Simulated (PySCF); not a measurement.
Gas-phase reaction: SnH2Cl2 + SnCl4 ⇌ 2 SnHCl3

Energies from PySCF, thermal terms from the rigid-rotor harmonic-oscillator model, ideal gas at 1 bar. † marks an energy on the PBE0/def2-TZVP geometry and frequencies. MP2 and CCSD(T) freeze the core. All species are closed-shell singlets. Sn: scalar-relativistic def2 core potential, no spin-orbit coupling. SnH2Cl2, SnHCl3: computed as isolated molecules; such fragments, hydroxides, amides, oligomers or adducts are transient or little studied in the gas. MP2 isn't extrapolated to the basis-set limit; its ΔH°(298 K) is -6.6 kJ in def2-SVP and -7.8 kJ in def2-TZVPP. CCSD(T) isn't extrapolated to the basis-set limit; its ΔH°(298 K) is -6.7 kJ in def2-SVP and -8.0 kJ in def2-TZVPP. The harmonic model lacks anharmonicity and excited electronic states, which grow with temperature; levels with a mode under 35 cm⁻¹ are left out. Soft modes under 120 cm⁻¹ make the harmonic entropy rough for SnH2Cl2, SnCl4, SnHCl3.

```
level                ΔE electronic, kJ  ΔH°(298 K), kJ  ΔS°(298 K), J/K  ΔG°(2500 K), kJ
-------------------  -----------------  --------------  ---------------  ---------------
CCSD(T)/def2-TZVPP†                 -8              -8                9              -30
M06-2X/def2-TZVP†                  -10             -11                9              -33
MP2/def2-SVP†                       -7              -7                9              -29
PBE/def2-TZVP†                     -10             -10                9              -32
PBE0/def2-QZVP†                    -10             -10                9              -32
LDA/def2-TZVP†                     -10             -10                9              -33
```
ΔH° is lowest at M06-2X/def2-TZVP† and highest at MP2/def2-SVP†. No reference value is set beside these.
